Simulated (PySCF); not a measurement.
The dipole of `FC[Si@@H]1C[C@H](C[SiH3])[SiH2]1` from its density and from atomic charges.

Coordinates (GFN2-xTB, Å) and charges (e) from the PBE0/pcSseg-1 density (PySCF):

| atom | x | y | z | Mulliken | IAO | Hirshfeld | ESP-fitted |
| --- | --- | --- | --- | --- | --- | --- | --- |
| F1 | -4.444 | -0.538 | 0.036 | -0.3458 | -0.3263 | -0.1331 | -0.2541 |
| C2 | -3.183 | -0.993 | 0.373 | -0.1180 | -0.2221 | -0.0679 | +0.0665 |
| Si3 | -1.900 | -0.313 | -0.891 | +0.4547 | +0.5963 | +0.2739 | +0.2082 |
| C4 | -0.096 | -0.795 | -0.430 | -0.4776 | -0.5372 | -0.1651 | -0.4178 |
| C5 | 0.614 | 0.564 | -0.641 | -0.5502 | -0.3409 | -0.1052 | +0.1857 |
| C6 | 1.745 | 0.825 | 0.346 | -0.4533 | -0.5217 | -0.1573 | -0.4010 |
| Si7 | 3.154 | -0.452 | 0.256 | +0.4907 | +0.5902 | +0.3092 | +0.4281 |
| Si8 | -0.902 | 1.772 | -0.614 | +0.3949 | +0.4191 | +0.2400 | +0.1185 |
| H9 | -3.244 | -2.085 | 0.375 | +0.1280 | +0.1481 | +0.0445 | +0.0680 |
| H10 | -3.001 | -0.654 | 1.395 | +0.1241 | +0.1442 | +0.0398 | +0.0519 |
| H11 | -2.342 | -0.824 | -2.198 | -0.0342 | -0.0967 | -0.0723 | -0.0592 |
| H12 | 0.363 | -1.595 | -1.008 | +0.1605 | +0.1470 | +0.0357 | +0.1155 |
| H13 | -0.020 | -1.089 | 0.619 | +0.1416 | +0.1396 | +0.0363 | +0.1234 |
| H14 | 1.039 | 0.570 | -1.651 | +0.1554 | +0.1366 | +0.0342 | +0.0253 |
| H15 | 2.156 | 1.819 | 0.150 | +0.1489 | +0.1451 | +0.0395 | +0.1049 |
| H16 | 1.338 | 0.858 | 1.359 | +0.1397 | +0.1380 | +0.0356 | +0.1084 |
| H17 | 3.600 | -0.564 | -1.135 | -0.0851 | -0.1227 | -0.0792 | -0.1150 |
| H18 | 2.709 | -1.766 | 0.727 | -0.0847 | -0.1217 | -0.0790 | -0.1206 |
| H19 | 4.269 | -0.006 | 1.095 | -0.0864 | -0.1172 | -0.0802 | -0.1170 |
| H20 | -1.024 | 2.475 | 0.671 | -0.0508 | -0.0982 | -0.0727 | -0.0486 |
| H21 | -0.841 | 2.809 | -1.649 | -0.0522 | -0.0994 | -0.0770 | -0.0709 |

Question: Compute μ = Σ q r for each scheme (1 e·Å = 4.803 D) and compare with the dipole of the full density.

Answer: The full density gives (1.35, -0.27, 0.47) D, 1.46 D in size; dipole vectors point from the negative to the positive end.

| scheme | μx | μy | μz | size (D) | share of the full size (%) | angle to the full dipole (°) |
| --- | --- | --- | --- | --- | --- | --- |
| Mulliken | 1.76 | 0.05 | -0.03 | 1.76 | 120 | 23 |
| IAO | 1.71 | 0.01 | -0.25 | 1.72 | 118 | 29 |
| Hirshfeld | 0.51 | 0.17 | -0.10 | 0.55 | 38 | 41 |
| ESP-fitted | 1.38 | -0.29 | 0.47 | 1.49 | 102 | 1 |

Question: Which set comes closest?

Answer: Length of the difference vector: ESP-fitted 0.03 D, Mulliken 0.72 D, IAO 0.84 D, Hirshfeld 1.11 D. Closest: ESP-fitted. 

Question: What is left for the Hirshfeld atoms' own dipoles?

Answer: The shares of the density sum to the whole, so what Σ q r misses lies in dipoles about the nuclei. The atomic dipoles sum to (1.35, -0.27, 0.47) − (0.51, 0.17, -0.10) = (0.84, -0.44, 0.57) D, 1.11 D in size.

Question: With the origin at the mean of the coordinates, (0.000, 0.001, -0.134) Å, which are the largest single terms, by size, of the IAO dipole along the direction of the full one?

Answer: Si7 +8.90, F1 +6.23, Si3 -5.58, C6 -4.06, C2 +2.78 D; all 21 atoms together +1.50 D. The single terms depend on the origin, their sum doesn't.

Question: Give the size of the full dipole in other units.

Answer: 1.46 D = 0.574 au = 0.304 e·Å = 4.87 × 10⁻³⁰ C·m.

One conformer (not necessarily the lowest) at the GFN2-xTB geometry, without solvent, vibrations or thermal averaging.

Shape of the structure used: `[F:1][CH2:2][Si@@H:3]1[CH2:4][C@H:5]([CH2:6][SiH3:7])[SiH2:8]1`: F1–C2–Si3–C4 176°, C4–C5–C6–Si7 61°.
